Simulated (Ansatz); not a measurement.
Reaction (formal exchange of groups at a Ge–Si bond): `[CH3][Ge]([F])([SiH3])[Cl]` + `COC=S` → `[CH3][GeH]([F])[Cl]` + `COC([SiH3])=S`

Isolated molecules relaxed with PBE0-D4/def2-TZVP in Ansatz; ΔE leaves out vibrations. CCSD(T)/CBS is the MP2 limit (def2-TZVPP, def2-QZVPP) plus CCSD(T) − MP2 in def2-TZVPP, frozen cores. Functionals use def2-TZVPP. HSE06 is defined as in plane-wave codes. For Ge outer-core shells are correlated without core-valence functions, which leaves a few kJ/mol of doubt a bond. Scalar relativity is left out up to krypton. Each species was taken in one conformer, which may not be the lowest.

`[CH3][Ge]([F])([SiH3])[Cl]`:

Cartesian coordinates in Å:
```
C 0.598 -0.510 -1.707
Ge -0.583 -0.292 -0.190
F -1.137 -1.893 0.224
Si 0.146 0.745 1.833
Cl -2.351 0.747 -0.866
H 0.057 -1.030 -2.498
H 0.923 0.465 -2.073
H 1.469 -1.098 -1.416
H 0.548 2.139 1.520
H -0.978 0.732 2.799
H 1.309 -0.004 2.374
```

`COC=S`:

Z-matrix (Å, degrees):
```
C
O 1 1.425
H 1 1.087 2 106.3
H 1 1.093 2 110.7 3 118.9
H 1 1.093 2 110.7 3 -118.9
C 2 1.323 1 116.4 3 -179.9
S 6 1.610 2 124.1 1 180.0
H 6 1.096 2 113.7 1 0.0
```

`[CH3][GeH]([F])[Cl]`:

Cartesian coordinates in Å:
```
C -1.056 0.109 -0.186
Ge 0.804 -0.236 0.177
F 1.146 0.357 1.772
Cl 2.031 0.921 -1.145
H -1.303 -0.207 -1.200
H -1.677 -0.436 0.526
H -1.245 1.178 -0.087
H 1.300 -1.685 0.142
```

`COC([SiH3])=S`:

Cartesian coordinates in Å:
```
C -1.660 0.348 0.072
O -0.682 1.148 -0.583
C 0.587 0.764 -0.566
Si 1.297 -0.799 0.266
S 1.728 1.653 -1.305
H -2.609 0.858 -0.080
H -1.452 0.274 1.141
H -1.707 -0.650 -0.367
H 0.281 -1.637 0.966
H 2.297 -0.347 1.258
H 1.921 -1.613 -0.801
```

```json
{"level": "ωB97X-V", "ΔE (kJ/mol)": "34.3"}
{"level": "revPBE", "ΔE (kJ/mol)": "43.6"}
{"level": "HSE06", "ΔE (kJ/mol)": "39.4"}
{"level": "HF/def2-SVP", "ΔE (kJ/mol)": "36.0"}
```

Task: What does CCSD(T)/CBS give? (An estimate is asked.)

Result: Computed: +31.6 kJ/mol. The listed levels differ from it by 2.7, 12.0, 7.8, 4.4 kJ/mol.

Largest T1 diagnostic among the species: 0.017.

The D4 term adds −3.3 kJ/mol with B3LYP and −1.5 kJ/mol with PBE0; it sums over pairs of atoms, weighted by their polarisabilities, and B3LYP, whose exchange is more repulsive, gets the larger term. Leaving LDA and LC-ωPBE aside and taking each functional with its dispersion term where it has one, the values, not all of them listed here, spread over 6.8 kJ/mol, from ωB97M-V to PBE-D4. LDA lies −9.2 kJ/mol from PBE without D4.

B3LYP here is the variant with VWN-RPA as its local correlation; programs differ in this.
